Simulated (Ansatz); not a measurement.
CH$_{6}$BNSi. Charge 0, multiplicity 1. The bonds changed during the relaxation, so this is another structure than the one it started from. All single points use the PBE0-D4/def2-TZVP geometry. It is one conformer, not always the lowest.

```xyz
10

B     0.017    0.829   -0.529
C    -0.486   -0.409   -1.216
N    -0.874   -1.371   -1.741
Si    0.487    0.221    1.349
H     1.019    1.206   -1.087
H    -0.880    1.635   -0.473
H    -1.139   -2.318   -1.900
H     1.536   -0.841    1.373
H    -0.685   -0.331    2.093
H     1.005    1.379    2.130
```

(1) What is the dipole moment at PBE/def2-TZVPP? (Estimate.)

(2) And with r2SCAN, B3LYP, ωB97M-V? (Estimate.)

(3) Give the Mulliken charges with PBE, r2SCAN, ωB97M-V in def2-TZVPP. (An estimate is asked.)

Results:

(1) Computed: 4.39 D, with components (-1.52, -3.41, -2.31) D in this frame, pointing from negative to positive charge.

(2) The calculation gave: r2SCAN 4.45 D, B3LYP 4.58 D, ωB97M-V 4.83 D.

(3) Ansatz gave: 
| atom | PBE | r2SCAN | ωB97M-V |
| --- | --- | --- | --- |
| B1 | -0.20 | -0.17 | -0.42 |
| C2 | 0.12 | 0.16 | 0.22 |
| N3 | -0.07 | -0.13 | -0.08 |
| Si4 | 0.06 | 0.16 | 0.02 |
| H5 | 0.02 | 0.00 | 0.09 |
| H6 | 0.02 | 0.00 | 0.09 |
| H7 | 0.26 | 0.25 | 0.22 |
| H8 | -0.07 | -0.09 | -0.05 |
| H9 | -0.07 | -0.09 | -0.05 |
| H10 | -0.06 | -0.09 | -0.04 |

B3LYP here is the variant with VWN-RPA as its local correlation; programs differ in this.
